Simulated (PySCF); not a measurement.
# From computed data to an observable: entropy of an ideal gas

IrO₄, SMILES [O]=[Ir+](=[O])(=[O])=[O], charge +1, multiplicity 1.

Coordinates come from a PBE0-D3(BJ)/def2-SVP optimisation. The spin state was assumed, not searched. The def2 effective core potentials stand for the cores of Ir; spin–orbit coupling is left out.

PBE0-D3(BJ)/def2-SVP (PySCF) gives the harmonic wavenumbers 342, 342, 342, 344, 344, 1023, 1023, 1023, 1023 cm⁻¹ and the rotational temperatures 0.2012, 0.2012, 0.2012 K. The molar mass is 256.21 g/mol, the symmetry number 12, the spin multiplicity 1.

Question: Work out the entropy at 298.15 K and 1 atm in the rigid-rotor, harmonic-oscillator model.

Answer: 
Translation (Sackur–Tetrode at 1 atm): S = R[1.5 ln M + 2.5 ln T − 1.16487] = 177.9 J/(mol K).
Rotation: q = (√π/σ) T^1.5/√(θA θB θC) = 8430, S = R[ln q + 3/2] = 87.6 J/(mol K).
Vibration: with u = 1.4388 ν/T, each mode gives R[u/(e^u − 1) − ln(1 − e^−u)]:
```json
[
 {"ν (cm⁻¹)": "342", "modes": "3", "u": "1.65", "S (J/(mol K))": "15.10"},
 {"ν (cm⁻¹)": "344", "modes": "2", "u": "1.66", "S (J/(mol K))": "9.99"},
 {"ν (cm⁻¹)": "1023", "modes": "4", "u": "4.94", "S (J/(mol K))": "1.43"}
]
```
These are all the modes. Sum 26.5 J/(mol K).
Spin: R ln 1 = 0.0 J/(mol K).
Total 292.1 J/(mol K); the program's own thermochemistry gives 292.1. Translation makes up 61 % and vibration 9 %. Anharmonicity, hindered rotation and orbital degeneracy are left out.
